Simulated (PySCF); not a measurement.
One of the candidates below gave these computed data.

All candidates are C9H12O.

- NMR, other nuclei: isotropic shieldings of nuclei other than C and H, by class: 234 (1 O) ppm [GIAO PBE0/pcSseg-1]
- 1H NMR: chemical shifts (computed TMS as zero) by class: 7.35 (1 H), 6.97 (1 H), 6.56 (1 H), 3.98 (3 H), 2.46 (3 H), 2.29 (3 H) ppm [GIAO PBE0/pcSseg-1]
- 13C NMR: chemical shifts (computed TMS as zero) by class: 164.7 (1 C), 141.6 (1 C), 135.5 (1 C), 129.5 (1 C), 125.6 (1 C), 112.4 (1 C), 55.7 (1 C), 24.2 (1 C), 19.9 (1 C) ppm [GIAO PBE0/pcSseg-1]
- Rotational structure: rotational constants A, B, C: 1.871, 1.173, 0.731 GHz [GFN2-xTB]
- Dipole: 1.47 D [PBE0/pcSseg-1]

Gas-phase values; electronic properties from PySCF, density fitting. Levels stand in brackets. Isolated species at its GFN2-xTB geometry (one conformer only). NMR classes are plain means over equivalent atoms (diastereotopic ones count apart unless rotation or inversion swaps them), as if these changed places fast.

Question: Which candidate is it?
A. `COc1cc(C)ccc1C`
B. `CCC1=C[C@@H]2O[C@H]1C=C2C`
C. `C#C/C=C1\CCC[C@H]1CO`

Answer: A. It is `COc1cc(C)ccc1C`. Numbering: `[CH3:1][O:2][c:3]1[cH:4][c:5]([CH3:6])[cH:7][cH:8][c:9]1[CH3:10]`. Its formula, C9H12O, gives 4 degrees of unsaturation: 1 ring and 3 π bonds in the structure found (Kekulé form). 9 carbons fall into 9 classes; from least to most shielded: aromatic carbon bearing oxygen [C3] (164.7 ppm), substituted aromatic carbon [C5] (141.6 ppm), aromatic CH carbon [C8] (135.5 ppm), substituted aromatic carbon [C9] (129.5 ppm), aromatic CH carbon [C7] (125.6 ppm), aromatic CH carbon [C4] (112.4 ppm), methoxy carbon [C1] (55.7 ppm), benzylic-type carbon [C6] (24.2 ppm), benzylic-type carbon [C10] (19.9 ppm). Hydrogen classes from least to most shielded: 1 H on an aromatic CH carbon, C8 (7.35 ppm), 1 H on an aromatic CH carbon, C7 (6.97 ppm), 1 H on an aromatic CH carbon, C4 (6.56 ppm), 3 H on a methoxy carbon, C1 (3.98 ppm, a mean of values up to 0.6 ppm apart in this geometry), 3 H on a benzylic-type carbon, C6 (2.46 ppm, a mean of values up to 0.5 ppm apart in this geometry), 3 H on a benzylic-type carbon, C10 (2.29 ppm, a mean of values up to 0.6 ppm apart in this geometry). The other shieldings belong to: 234 ppm, aryl ether oxygen [O2]. By its constants the optimised geometry is an asymmetric top.

The others, at the same levels:
- `C#C/C=C1\CCC[C@H]1CO` fails: its computed 13C shifts are 174.1 (1 C), 109.6 (1 C), 92.1 (1 C), 86.8 (1 C), 72.7 (1 C), 53.5 (1 C), 37.4 (1 C), 33.7 (1 C), 28.4 (1 C) ppm, 1H shifts are 6.72 (1 H), 4.22 (1 H), 3.59 (1 H), 2.95 (1 H), 2.95 (1 H), 2.55 (1 H), 2.31 (1 H), 1.84 (1 H), 1.77 (1 H), 1.60 (1 H), 1.06 (1 H), 0.00 (1 H) ppm and rotational constant A is 1.661 GHz (against 1.871 GHz).
- `CCC1=C[C@@H]2O[C@H]1C=C2C` fails: its computed 13C shifts are 175.8 (1 C), 168.9 (1 C), 142.6 (1 C), 139.4 (1 C), 89.7 (1 C), 89.5 (1 C), 27.8 (1 C), 18.0 (1 C), 13.2 (1 C) ppm, 1H shifts are 6.70 (1 H), 6.62 (1 H), 4.73 (1 H), 4.73 (1 H), 2.51 (1 H), 2.04 (3 H), 1.94 (1 H), 1.21 (3 H) ppm and rotational constant A is 2.655 GHz (against 1.871 GHz).

Each candidate is one conformer, not necessarily the lowest. Dipoles, sizes and rotational constants follow the conformer. The torsions of the flexible species, by atom-mapped SMILES:
- `[CH3:1][O:2][c:3]1[cH:4][c:5]([CH3:6])[cH:7][cH:8][c:9]1[CH3:10]`: C1–O2–C3–C4 0°
- `[CH3:1][CH2:2][C:3]1=[CH:4][C@@H:5]2[O:6][C@H:7]1[CH:8]=[C:9]2[CH3:10]`: C1–C2–C3–C4 4°

The conformers of `C#C/C=C1\CCC[C@H]1CO` aren't listed.
